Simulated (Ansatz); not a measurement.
Relaxation of C3H8FNOSi (15 atoms, charge 0, multiplicity 1), to a largest force component of 0.015 eV/Å in at most 40 steps.

Method: RKS BLYP/def2-SVP (Ansatz).

```xyz
15
Properties=species:S:1:pos:R:3:forces:R:3
C 0.976 -0.826 1.557 -1.87 3.90 -0.84
C 1.086 -0.800 0.053 1.88 -1.68 0.96
O 1.979 -1.739 -0.393 0.30 -0.84 2.20
C 0.534 -0.016 -0.854 -2.36 2.48 -0.20
F 0.787 -0.254 -2.170 0.66 -0.47 -1.08
Si -0.789 1.301 -0.564 1.36 1.19 -0.99
N -2.250 0.625 -0.065 -1.77 -1.20 1.38
H 0.615 -1.742 1.885 -0.75 -2.49 0.86
H 0.224 -0.013 1.945 0.95 -1.18 -0.67
H 1.894 -0.576 2.045 1.34 0.04 0.42
H 2.032 -1.688 -1.332 0.05 0.17 -1.96
H -0.358 2.246 0.507 0.21 0.28 0.06
H -1.144 2.054 -1.819 0.64 0.01 -0.07
H -2.176 -0.387 0.046 -0.22 -0.46 -0.27
H -2.464 0.931 0.887 -0.42 0.24 0.19
```

Problem. Where does it end, and by what steps?

Solution. The forces met the threshold. After 21 steps the energy has fallen by 0.811 eV; H12 moved furthest, 0.87 Å.

```csv
step,energy less start (eV),largest force component (eV/Å),accepted
0,0.0000,3.898,yes
1,-0.5738,1.323,yes
2,-0.6771,0.408,yes
3,-0.6968,0.418,yes
4,-0.7250,0.425,yes
5,-0.7347,0.550,yes
6,-0.7462,0.269,yes
7,-0.7576,0.190,yes
8,-0.7644,0.225,yes
9,-0.7685,0.404,yes
10,-0.7775,0.182,yes
11,-0.7841,0.252,yes
12,-0.7885,0.242,yes
13,-0.7909,0.658,yes
14,-0.8009,0.388,yes
15,-0.7924,0.405,no
16,-0.8088,0.075,yes
17,-0.8103,0.068,yes
18,-0.8108,0.045,yes
19,-0.8110,0.019,yes
20,-0.8110,0.069,no
21,-0.8111,0.006,yes
```

```xyz
15
Properties=species:S:1:pos:R:3
C 0.791 -1.093 1.481
C 1.190 -0.839 0.055
O 2.264 -1.585 -0.350
C 0.586 0.034 -0.806
F 1.194 0.078 -2.079
Si -0.844 1.249 -0.664
N -1.948 0.755 0.609
H 0.581 -2.174 1.627
H -0.104 -0.507 1.756
H 1.630 -0.835 2.161
H 2.443 -1.327 -1.282
H -0.401 2.632 -0.275
H -1.421 1.329 -2.053
H -2.519 -0.087 0.481
H -2.499 1.484 1.071
```

Whether the end is a true minimum wasn't checked by a vibrational analysis.

Run time: 57 s on 2 threads of Intel(R) Xeon(R) Platinum 8488C (Sapphire Rapids), on a shared host, peak memory 0.22 GiB.
